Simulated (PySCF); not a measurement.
Compound: Si(vinyl)Cl3, C₂H₃Cl₃Si.
Bonds: Si1–C2, Si1–Cl7, Si1–Cl8, Si1–Cl9, C2–C3. Hydrogens: H4 on C2; H5, H6 on C3.

A GFN2-xTB structure was refined with PBE0-D3(BJ)/def2-SVP geometry optimisation, gas phase (PySCF 2.14.0). Its GFN2-xTB values:

| coordinate | GFN2-xTB |
| --- | --- |
| Si1–C2 | 1.872 Å |
| Si1–Cl7 | 1.998 Å |
| Si1–Cl9 | 1.966 Å |
| C2–C3 | 1.292 Å |
| C2–H4 | 1.048 Å |
| C3–H5 | 1.116 Å |
| C3–H6 | 1.097 Å |
| Si1–C2–C3 | 121.8° |
| C2–Si1–Cl7 | 113.5° |
| C2–Si1–Cl8 | 105.8° |
| Cl7–Si1–Cl8 | 106.4° |
| Cl7–Si1–Cl9 | 112.8° |

Task: How do these coordinates change at the PBE0-D3(BJ)/def2-SVP level?

Result: 
```
 coordinate  PBE0-D3(BJ)/def2-SVP (Å or °)  change
    Si1–Cl9                          2.052  +0.086
    Si1–Cl7                          2.052  +0.054
      C2–H4                          1.097  +0.049
      C2–C3                          1.337  +0.045
     Si1–C2                          1.849  -0.023
      C3–H5                          1.096  -0.020
      C3–H6                          1.095  -0.002
Cl7–Si1–Cl9                          107.1    -5.7
 C2–Si1–Cl8                          109.8    +4.0
 C2–Si1–Cl7                          111.1    -2.4
Cl7–Si1–Cl8                          108.5    +2.1
  Si1–C2–C3                          122.7    +0.9
```

The energy falls by 31.5 kJ/mol over 7 energy and gradient evaluations, the largest force component goes from 0.0519 to 2.0e-04 Eh/bohr, and the atoms move by 0.069 Å rms after alignment. The bond that changes most is Si1–Cl9 (ends: silicon bonded to C and 3 Cl; chlorine bonded to Si), which lengthens by 0.086 Å. Bonds longer at the end by more than 0.005 Å: 4 of 8; shorter: 3. Rotational constants go from 1434, 1250, 1165 to 1413, 1221, 1156 MHz.

The run used 115 basis functions and 47 SCF cycles in all. Hardware: an AMD EPYC with one thread, no GPU, shared host with 64 logical CPUs at a one-minute load of 62. Cost: 81 s of wall time, 0.49 GiB resident at most.

No PBE0-D3(BJ)/def2-SVP frequencies stand behind this structure, so it isn't proved a minimum. One conformer, not necessarily the lowest.
